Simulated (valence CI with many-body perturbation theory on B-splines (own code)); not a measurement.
Eu XXXI in brief

Computed by valence CI with perturbative core correlation (CI+MBPT): five valence electrons over a frozen Dirac-Fock core [Ar] 3d10, radial functions for each j: 11 s, 11 p, 10 d, 8 f, 5 g, 2 h, with the one-electron correlation potential Σ1, the two-electron term Σ2, the three-electron term Σ3, Breit, model QED; selected CI, second order for the rest, scaled by the run's own slope (own B-spline code, finite nucleus).

The last digits are not significant, and no measured levels were compared; by estimate large intervals hold to a few tenths of a per cent, small ones and those within an open d or f shell to about a per cent. Among the levels kept, up to 2000 cm⁻¹ of a level comes from second order outside the variational space, and about a tenth of that is noise between levels of different J, which matters for small intervals.

Levels are named by their leading jj configuration (3d3/2^4 stands for four electrons in 3d with j = 3/2), which in mixed levels can hold well under half, so a name can repeat and another be missing.

Rates and lifetimes use the calculated energies. Strong lines usually hold to 10 to 20 %, long lifetimes can be off by a factor of two.

Problem. What is the ground level?

Solution. (4s^2 4p1/2^2 4p3/2) J=3/2, composition 43 % 4s2.4p3 2P° + 31 % 4s2.4p3 4S° + 25 % 4s2.4p3 2D°, g = 1.406.

Problem. How well does LS coupling describe the low levels?

Solution. Among the lowest 20 levels the leading LS term, summed over configurations, holds 54 % on average. For single configurations the figures are 49 % in LS and 80 % in jj coupling. Terms mix most in the J = 5/2 level at 1043000 cm⁻¹, where the leading one holds 27 %.

Problem. Among levels below 2727100 cm⁻¹, which E1 lines absorb most strongly from the ground level?

Solution. to (4s^2 4p1/2 4p3/2 4d5/2) J=5/2 at 7.556 nm, f = 0.514; to (4s^2 4p1/2 4p3/2 4d3/2) J=3/2 at 7.508 nm, f = 0.405; to (4s^2 4p1/2 4p3/2 4d5/2) J=5/2 at 7.324 nm, f = 0.321.

Problem. Name the longest-lived excited levels whose lifetime is computed, and their main decay.

Solution. (4s^2 4p1/2 4p3/2^2) J=5/2 at 316190 cm⁻¹ lives 10.9 μs, mostly by M1 to (4s^2 4p1/2^2 4p3/2) J=3/2; (4s^2 4p1/2 4p3/2^2) J=1/2 at 359310 cm⁻¹ lives 2.68 μs, mostly by M1 to (4s^2 4p1/2^2 4p3/2) J=3/2; (4s^2 4p1/2 4p3/2^2) J=3/2 at 282030 cm⁻¹ lives 2.17 μs, mostly by M1 to (4s^2 4p1/2^2 4p3/2) J=3/2. The lifetime of (4s^2 4p1/2 4p3/2 4d5/2) J=9/2 is too uncertain to give, and may be longer.

Problem. Where does the other parity begin?

Solution. At (4s 4p1/2^2 4p3/2^2) J=5/2, 843040 cm⁻¹.

Problem. What is the ionisation energy?

Solution. 1168.4 eV; NIST lists 1167 ± 4 eV (theoretical).
